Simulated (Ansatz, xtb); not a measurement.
# Two isomers of FH5NSi2+

Structure a: `F[SiH2][NH+]=[SiH2]`, a singlet. Structure b: `F/[SiH]=[NH+]/[SiH3]`, a singlet. Both are isolated ions in the gas phase, relaxed with B3LYP-D3(BJ)/def2-SVP; the shapes shown needn't be the lowest conformers.

a (Å):

```
atom    x (Å)    y (Å)    z (Å)
   F  -0.4563  -2.6803  -0.3758
   N  -0.2645   0.0108   0.0169
  Si  -1.3750  -1.3636  -0.4356
  Si  -0.1226   0.8070   1.4628
   H  -2.3865  -1.3743   0.6369
   H  -1.8255  -1.0904  -1.8089
   H   0.3891   0.2889  -0.7242
   H  -1.0394   0.4147   2.5450
   H   0.8858   1.8713   1.6007
```

b (Å):

```json
{"atom": "F", "x (Å)": "-3.3045", "y (Å)": "1.1393", "z (Å)": "-3.2304"}
{"atom": "N", "x (Å)": "-1.2908", "y (Å)": "1.1719", "z (Å)": "-1.3131"}
{"atom": "Si", "x (Å)": "-1.8725", "y (Å)": "0.6677", "z (Å)": "-2.7604"}
{"atom": "Si", "x (Å)": "0.3305", "y (Å)": "0.7802", "z (Å)": "-0.5241"}
{"atom": "H", "x (Å)": "-1.1457", "y (Å)": "-0.2109", "z (Å)": "-3.6760"}
{"atom": "H", "x (Å)": "-1.9007", "y (Å)": "1.7884", "z (Å)": "-0.7631"}
{"atom": "H", "x (Å)": "1.0204", "y (Å)": "2.0762", "z (Å)": "-0.3522"}
{"atom": "H", "x (Å)": "0.9707", "y (Å)": "-0.1030", "z (Å)": "-1.5273"}
{"atom": "H", "x (Å)": "0.0077", "y (Å)": "0.0956", "z (Å)": "0.7456"}
```

Quicker runs give these differences E(b) − E(a): GFN2-xTB +8.4 kcal/mol; HF/STO-3G −1.1 kcal/mol (at GFN2-xTB geometries); r2SCAN-D4/def2-SVP +2.3 kcal/mol (at GFN2-xTB geometries).

Task: Estimate which is lower in electronic energy at CCSD(T)/def2-SVP + ΔMP2/def2-TZVPP, and by roughly how much.

Result: The CCSD(T)/def2-SVP + ΔMP2/def2-TZVPP calculation puts structure a lower, by 3.6 kcal/mol.

The same difference at several levels:

```csv
level,geometry,E(b) − E(a) (kcal/mol),departure from the last row (kcal/mol),"job, with rough time for the two"
GFN2-xTB,GFN2-xTB,+8.4,+4.8,"optimisation, 0.45 s"
HF/STO-3G,GFN2-xTB,−1.1,−4.6,"single point, 0.66 s"
r2SCAN-D4/def2-SVP,GFN2-xTB,+2.3,−1.3,"single point, 4.6 s"
B3LYP-D3(BJ)/def2-SVP,B3LYP-D3(BJ)/def2-SVP,+4.0,+0.5,"optimisation, 92 s"
HF/def2-SVP,B3LYP-D3(BJ)/def2-SVP,+6.0,+2.4,part of the CCSD(T) run
MP2/def2-SVP,B3LYP-D3(BJ)/def2-SVP,+4.0,+0.4,part of the CCSD(T) run
CCSD(T)/def2-SVP,B3LYP-D3(BJ)/def2-SVP,+4.4,+0.8,single point
CCSD(T)/def2-SVP + ΔMP2/def2-TZVPP,B3LYP-D3(BJ)/def2-SVP,+3.6,,"single point, 27 s"
```

As drawn, both hold the same kinds of bond in the same numbers.

HF/STO-3G puts the two in the other order. The largest departure from CCSD(T)/def2-SVP + ΔMP2/def2-TZVPP is that of GFN2-xTB, 4.8 kcal/mol. The last row adds to CCSD(T) the change of the MP2 difference between the two basis sets, here −0.8 kcal/mol.

With harmonic frequencies from B3LYP-D3(BJ)/def2-SVP (ideal gas, rigid rotor, one conformer each, 200 K, 1 atm): the zero-point term adds −0.3 kcal/mol; ΔH is +3.4 and ΔG +3.3 kcal/mol.

The correlated steps freeze 12 core orbitals. Mirror images aren't counted in ΔG. Run with Ansatz 0.2.0, xtb 6.7.1; the last row on 1 thread of Intel(R) Xeon(R) Platinum 8259CL CPU @ 2.50GHz (Skylake/Cascade Lake) on a shared host.
